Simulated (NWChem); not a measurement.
System: CHCl2F; SMILES FC(Cl)Cl

The following NWChem deck was run.

```
start job
memory heap 200 mb stack 900 mb global 1100 mb
geometry units angstroms noautosym nocenter noautoz
  F      1.595170    -0.180946     0.000000
  C      0.387231     0.409365     0.000000
  Cl    -0.499408    -0.060264    -1.481892
  Cl    -0.499408    -0.060264     1.481892
  H      0.496253     1.492366     0.000000
end
basis spherical
  * library 6-311g**
end
dft
  xc b3lyp
  iterations 150
end
property
  shielding 4 1 2 3 5
end
task dft property
```

Output (shortened):

```
             Northwest Computational Chemistry Package (NWChem) 7.3.0
             --------------------------------------------------------

                             Geometry "geometry" -> ""
                             -------------------------

 Output coordinates in angstroms (scale by  1.889725989 to convert to a.u.)

  No.       Tag          Charge          X              Y              Z
 ---- ---------------- ---------- -------------- -------------- --------------
    1 F                    9.0000     1.59517000    -0.18094600     0.00000000
    2 C                    6.0000     0.38723100     0.40936500     0.00000000
    3 Cl                  17.0000    -0.49940800    -0.06026400    -1.48189200
    4 Cl                  17.0000    -0.49940800    -0.06026400     1.48189200
    5 H                    1.0000     0.49625300     1.49236600     0.00000000

 Effective nuclear repulsion energy (a.u.)     209.1176417434

                              NWChem Property Module
                              ----------------------

  itol2e modified to match energy
  convergence criterion.

                                 NWChem DFT Module
                                 -----------------

 Summary of "ao basis" -> "ao basis" (spherical)
 ------------------------------------------------------------------------------
       Tag                 Description            Shells   Functions and Types
 ---------------- ------------------------------  ------  ---------------------
 F                          6-311g**                 8       18   4s3p1d
 C                          6-311g**                 8       18   4s3p1d
 Cl                         6-311g**                12       26   6s5p1d
 H                          6-311g**                 4        6   3s1p

  itol2e modified to match energy
  convergence criterion.

            General Information
            -------------------
          SCF calculation type: DFT
          Wavefunction type:  closed shell.
          No. of atoms     :     5
          No. of electrons :    50
           Alpha electrons :    25
            Beta electrons :    25
          Charge           :     0
          Spin multiplicity:     1
          Use of symmetry is: off; symmetry adaption is: off
          Maximum number of iterations: 150
          AO basis - number of functions:    94
                     number of shells:    44
          Convergence on energy requested:  1.00D-07
          Convergence on density requested:  1.00D-05
          Convergence on gradient requested:  5.00D-04

              XC Information
              --------------
                         B3LYP Method XC Potential
                     Hartree-Fock (Exact) Exchange  0.200
                        Slater Exchange Functional  0.800 local
                    Becke 1988 Exchange Functional  0.720 non-local
              Lee-Yang-Parr Correlation Functional  0.810
                  VWN I RPA Correlation Functional  0.190 local

             Grid Information
             ----------------
          Grid used for XC integration:  fine
          Radial quadrature: Mura-Knowles
          Angular quadrature: Lebedev.
          Tag              B.-S. Rad. Rad. Pts. Rad. Cut. Ang. Pts.
          ---              ---------- --------- --------- ---------
          F                   0.50       70           8.0       590
          C                   0.70       70           8.0       590
          Cl                  1.00      123          10.0       770
          H                   0.35       60           9.0       590
          Grid pruning is: on
          Number of quadrature shells:   446
          Spatial weights used:  Erf1

      Superposition of Atomic Density Guess
      -------------------------------------

 Sum of atomic energies:       -1056.52734975

      Non-variational initial energy
      ------------------------------

 Total energy =   -1057.526557
 1-e energy   =   -1877.067110
 2-e energy   =     610.422911
 HOMO         =      -0.385193
 LUMO         =       0.043350

   convergence    iter        energy       DeltaE   RMS-Dens  Diis-err
 ---------------- ----- ----------------- --------- --------- ---------
 d= 0,ls=0.0,diis     1  -1058.8585763602 -1.27D+03  1.52D-02  2.43D+00
 d= 0,ls=0.0,diis     2  -1058.5990237521  2.60D-01  1.16D-02  4.20D+00
 d= 0,ls=0.0,diis     3  -1059.0083740551 -4.09D-01  2.15D-03  1.44D-01
 d= 0,ls=0.0,diis     4  -1059.0232359653 -1.49D-02  4.24D-04  4.65D-03
 d= 0,ls=0.0,diis     5  -1059.0235450334 -3.09D-04  1.56D-04  4.46D-04
  Resetting Diis
 d= 0,ls=0.0,diis     6  -1059.0235819454 -3.69D-05  5.51D-05  9.07D-05
 d= 0,ls=0.0,diis     7  -1059.0235898308 -7.89D-06  1.01D-05  7.36D-07
 d= 0,ls=0.0,diis     8  -1059.0235898551 -2.43D-08  5.05D-06  5.19D-07

         Total DFT energy =    -1059.023589855093
      One electron energy =    -1877.751963123640
           Coulomb energy =      682.363303205625
    Exchange-Corr. energy =      -72.752571680459
 Nuclear repulsion energy =      209.117641743381

 Numeric. integr. density =       49.999999778799

                       DFT Final Molecular Orbital Analysis
                       ------------------------------------

 Vector   23  Occ=2.000000D+00  E=-3.447388D-01
              MO Center= -4.4D-01, -3.6D-02, -4.3D-06, r^2= 3.4D+00
   Bfn.  Coefficient  Atom+Function         Bfn.  Coefficient  Atom+Function
  ----- ------------  ---------------      ----- ------------  ---------------
    53      0.367196  3 Cl py                79     -0.367194  4 Cl py
    44     -0.221175  3 Cl py                70      0.221174  4 Cl py
    56      0.217058  3 Cl py                82     -0.217057  4 Cl py
    52     -0.171865  3 Cl px                78      0.171866  4 Cl px
    50      0.165164  3 Cl py                76     -0.165164  4 Cl py

 Vector   24  Occ=2.000000D+00  E=-3.431179D-01
              MO Center= -3.5D-01,  2.8D-02,  4.4D-06, r^2= 3.3D+00
   Bfn.  Coefficient  Atom+Function         Bfn.  Coefficient  Atom+Function
  ----- ------------  ---------------      ----- ------------  ---------------
    53      0.382577  3 Cl py                79      0.382578  4 Cl py
    44     -0.231946  3 Cl py                70     -0.231947  4 Cl py
    56      0.223799  3 Cl py                82      0.223800  4 Cl py
    50      0.174311  3 Cl py                76      0.174312  4 Cl py
    90     -0.174791  5 H  s                 91     -0.130013  5 H  s

 Vector   25  Occ=2.000000D+00  E=-3.309538D-01
              MO Center= -4.4D-01, -4.7D-02, -5.8D-09, r^2= 3.5D+00
   Bfn.  Coefficient  Atom+Function         Bfn.  Coefficient  Atom+Function
  ----- ------------  ---------------      ----- ------------  ---------------
    52      0.302757  3 Cl px                78     -0.302757  4 Cl px
    54     -0.296398  3 Cl pz                80     -0.296398  4 Cl pz
    43     -0.182223  3 Cl px                69      0.182223  4 Cl px
    55      0.178066  3 Cl px                81     -0.178066  4 Cl px
    57     -0.176979  3 Cl pz                83     -0.176979  4 Cl pz

 Vector   26  Occ=0.000000D+00  E=-3.681618D-02
              MO Center= -2.9D-01,  1.1D-01,  1.2D-08, r^2= 3.9D+00
   Bfn.  Coefficient  Atom+Function         Bfn.  Coefficient  Atom+Function
  ----- ------------  ---------------      ----- ------------  ---------------
    28      1.283391  2 C  s                 57     -0.502714  3 Cl pz
    83      0.502714  4 Cl pz                42     -0.453068  3 Cl s
    68     -0.453068  4 Cl s                 29     -0.447659  2 C  px
    24      0.358725  2 C  s                 91     -0.299341  5 H  s
    54     -0.284743  3 Cl pz                80      0.284743  4 Cl pz

 Vector   27  Occ=0.000000D+00  E= 8.013014D-03
              MO Center= -2.0D-01,  1.0D-01,  1.8D-08, r^2= 3.9D+00
   Bfn.  Coefficient  Atom+Function         Bfn.  Coefficient  Atom+Function
  ----- ------------  ---------------      ----- ------------  ---------------
    31      0.929064  2 C  pz                42      0.599420  3 Cl s
    68     -0.599420  4 Cl s                 57      0.457369  3 Cl pz
    83      0.457369  4 Cl pz                27      0.423878  2 C  pz
    55      0.406875  3 Cl px                81     -0.406875  4 Cl px
    23      0.261162  2 C  pz                56      0.200216  3 Cl py

 Vector   28  Occ=0.000000D+00  E= 4.240225D-02
              MO Center=  4.4D-01,  1.7D+00,  2.3D-09, r^2= 3.3D+00
   Bfn.  Coefficient  Atom+Function         Bfn.  Coefficient  Atom+Function
  ----- ------------  ---------------      ----- ------------  ---------------
    91      1.902539  5 H  s                 30     -1.016990  2 C  py
    28     -0.750181  2 C  s                 26     -0.222004  2 C  py
    42     -0.217220  3 Cl s                 68     -0.217220  4 Cl s
    57     -0.203860  3 Cl pz                83      0.203860  4 Cl pz
    22     -0.179020  2 C  py                10     -0.159348  1 F  s

     Multipole analysis of the density
     ---------------------------------

     L   x y z        total         alpha         beta         nuclear
     -   - - -        -----         -----         ----         -------
     0   0 0 0     -0.000000    -25.000000    -25.000000     50.000000

     1   1 0 0      0.022839     -0.174054     -0.174054      0.370948
     1   0 1 0      0.568197      0.027978      0.027978      0.512240
     1   0 0 1      0.000000      0.000000      0.000000      0.000000

     2   2 0 0    -28.088899    -72.122354    -72.122354    116.155809
     2   1 1 0      0.873157      0.227274      0.227274      0.418609
     2   1 0 1      0.000000      0.000000      0.000000      0.000000
     2   0 2 0    -25.933697    -19.485446    -19.485446     13.037195
     2   0 1 1     -0.000000     -0.000000     -0.000000      0.000000
     2   0 0 2    -27.789206   -147.209812   -147.209812    266.630419

          -----------------------------------------
          Chemical Shielding Tensors (GIAO, in ppm)
          -----------------------------------------

                                NWChem CPHF Module
                                ------------------

  scftype          =     RHF
  nclosed          =       25
  nopen            =        0
  variables        =     1725
  # of vectors     =        3
  tolerance        = 0.10D-03
  level shift      = 0.00D+00
  max iterations   =       50
  max subspace     =       30

 SCF residual:    1.9002002454430000E-004

Iterative solution of linear equations
  No. of variables     1725
  No. of equations        3
  Maximum subspace       30
        Iterations       50
       Convergence  1.0D-04

   iter   nsub   residual    time
   ----  ------  --------  ---------
     1      3    4.40D-01      30.9
     2      6    2.01D-02      34.9
     3      9    1.36D-03      38.9
     4     12    4.44D-05      42.9

      Atom:    1  F
        Diamagnetic
    489.9105    -14.1149     -0.0000
    -14.1149    466.5944     -0.0000
     -0.0000     -0.0000    461.8076

        Paramagnetic
   -199.9747     17.9498     -0.0000
     17.9498   -327.6487      0.0000
     -0.0000      0.0000   -162.8521

        Total Shielding Tensor
    289.9358      3.8349     -0.0000
      3.8349    138.9456      0.0000
     -0.0000      0.0000    298.9555

           isotropic =     242.6123
          anisotropy =      84.5148

          Principal Components and Axis System
                 1           2           3
              298.9555    290.0331    138.8483

      1        -0.0000      0.9997     -0.0254
      2         0.0000      0.0254      0.9997
      3         1.0000      0.0000     -0.0000

      Atom:    2  C
        Diamagnetic
    251.9029     -1.0207     -0.0000
     -1.0207    241.2223      0.0000
     -0.0000      0.0000    255.1033

        Paramagnetic
   -167.3844     -5.9664     -0.0000
     -5.9664   -218.1102      0.0000
     -0.0000      0.0000   -187.0953

        Total Shielding Tensor
     84.5185     -6.9871     -0.0000
     -6.9871     23.1121      0.0000
     -0.0000      0.0000     68.0080

           isotropic =      58.5462
          anisotropy =      40.1359

          Principal Components and Axis System
                 1           2           3
               85.3035     68.0080     22.3272

      1         0.9937      0.0000      0.1116
      2        -0.1116      0.0000      0.9937
      3        -0.0000      1.0000     -0.0000

      Atom:    3  Cl
        Diamagnetic
   1143.7796      1.1210      5.4110
      1.1210   1140.3280      2.2060
      5.4110      2.2060   1151.3156

        Paramagnetic
   -592.7637     42.8487    204.4389
     42.8487   -864.4320    176.9917
    204.4389    176.9917   -307.6467

        Total Shielding Tensor
    551.0158     43.9697    209.8499
     43.9697    275.8961    179.1977
    209.8499    179.1977    843.6690

           isotropic =     556.8603
          anisotropy =     661.5146

          Principal Components and Axis System
                 1           2           3
              997.8700    449.6342    223.0767

      1         0.4319      0.8998      0.0617
      2         0.2420     -0.1814      0.9532
      3         0.8689     -0.3967     -0.2961

      Atom:    4  H
        Diamagnetic
     22.2556      2.7923      0.0000
      2.7923     39.4240      0.0000
      0.0000      0.0000     24.1547

        Paramagnetic
      0.2266     -0.5812     -0.0000
     -0.5812    -12.3430      0.0000
     -0.0000      0.0000      0.4896

        Total Shielding Tensor
     22.4822      2.2112      0.0000
      2.2112     27.0809      0.0000
      0.0000      0.0000     24.6442

           isotropic =      24.7358
          anisotropy =       4.8537

          Principal Components and Axis System
                 1           2           3
               27.9716     24.6442     21.5916

      1         0.3736     -0.0000      0.9276
      2         0.9276     -0.0000     -0.3736
      3         0.0000      1.0000      0.0000
```

Level: B3LYP/6-311G** (spherical d), GIAO. Geometry: optimised at B3LYP/6-31G* (spherical d). The output numbers the shielded atoms by their place in the input's list. The printed shielding anisotropy is the first printed principal value minus the mean of the other two.
